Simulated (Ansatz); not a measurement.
Program: Ansatz. Geometries: PBE0-D4/def2-TZVP. ΔE: electronic, gas phase. CCSD(T)/CBS is the MP2 limit (def2-TZVPP, def2-QZVPP) plus CCSD(T) − MP2 in def2-TZVPP, frozen cores. This one scheme is used for every species. Functionals use def2-TZVPP. B3LYP here is the variant with VWN-RPA as its local correlation; programs differ in this. For Ge outer-core shells are correlated without core-valence functions, which leaves a few kJ/mol of doubt a bond. Scalar relativity is left out up to krypton. Each species was taken in one conformer, which may not be the lowest.

Consider the ligand exchange at the Si–F bond: `F[SiH](Cl)[NH][GeH2][Cl]` + HCl → `[Cl][GeH2][NH][SiH](Cl)Cl` + H–F.

`F[SiH](Cl)[NH][GeH2][Cl]`:

```xyz
10

F     2.137    0.521   -1.558
Si    0.580    0.728   -1.305
Cl   -0.362   -0.754   -2.340
N     0.175    0.592    0.335
Ge   -0.426   -0.861    1.274
Cl   -2.580   -0.919    1.201
H     0.237    2.054   -1.845
H     0.195    1.448    0.871
H    -0.047   -0.668    2.744
H     0.090   -2.141    0.623
```

HCl:

```xyz
2

Cl   -0.231   -0.455   -0.385
H     0.231    0.455    0.385
```

`[Cl][GeH2][NH][SiH](Cl)Cl`:

```xyz
10

Cl   -1.529    2.492    0.262
Ge   -0.512    1.127   -1.064
N    -0.370   -0.513   -0.264
Si    0.612   -1.016    1.029
Cl    1.521   -2.793    0.578
Cl    2.020    0.430    1.326
H     0.867    1.719   -1.335
H    -1.406    0.947   -2.294
H    -1.101   -1.157   -0.537
H    -0.101   -1.236    2.299
```

H–F:

Z-matrix (Å, degrees):
```
F
H 1 0.920
```

```csv
level,ΔE (kcal/mol)
B3LYP-D4,12.2
ωB97X-V,12.3
ωB97M-V,12.0
B2PLYP,13.1
r2SCAN,12.5
PBE0,10.9
HF/CBS(def2),15.9
CCSD/CBS(def2),11.9
```

(1) What does CCSD(T)/CBS give? (Estimate.)

Largest T1 diagnostic among the species: 0.011.

Results:

(1) Computed: +11.2 kcal/mol. The listed levels differ from it by 1.0, 1.1, 0.8, 1.9, 1.3, -0.3, 4.7, 0.7 kcal/mol.

In def2-TZVPP, CCSD(T) changes the Hartree–Fock value by −3.1 kcal/mol (the triples alone add −0.7 kcal/mol) and MP2 by −4.8 kcal/mol. The D4 term adds −1.8 kcal/mol with B3LYP and −1.0 kcal/mol with PBE0; it sums over pairs of atoms, weighted by their polarisabilities, and B3LYP, whose exchange is more repulsive, gets the larger term.
